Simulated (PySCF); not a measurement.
Si(CCH)2(Me)(OH) (C₅H₆OSi), SMILES [Si](C#C)(C)(O)C#C. Geometry optimised at PBE-D3(BJ)/def2-SVP. The values are those of a single conformer.

Computed equilibrium geometry at PBE-D3(BJ)/def2-SVP (PySCF confirms it by a frequency run) as a Z-matrix, and its point group (one conformer of several):
point group Cs.
```
Si
O 1 1.6801
H 2 0.9732 1 114.71
C 1 1.8448 2 110.42 3 58.96
C 4 1.2293 2 146.44 3 52.90
H 5 1.0825 2 156.40 3 52.68
C 1 1.8448 2 110.42 3 -58.96
C 7 1.2293 2 146.44 3 -52.90
H 8 1.0825 2 156.40 3 -52.68
C 1 1.8641 2 106.73 3 180.00
H 10 1.1078 1 110.55 2 180.00
H 10 1.1082 11 108.64 1 -120.92
H 10 1.1082 11 108.64 12 -118.15
```
